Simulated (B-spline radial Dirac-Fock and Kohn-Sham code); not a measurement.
Calculated with an atomic code on a B-spline grid, using multi-electron Dirac-Fock with separately optimised hole states, Breit and Lamb-shift corrections added in first order. Free neutral atoms.

Question: Order these X-ray lines by photon energy, lowest first.
A. Ce Lγ1
B. Tb Lα1
C. Sm Lβ7
D. Dy Lβ7
E. Cs Lγ4
F. Re Lℓ

Answer: E (5710.8 eV), A (6052.6 eV), B (6273.6 eV), C (6668.9 eV), F (7595.9 eV), D (7735.0 eV).
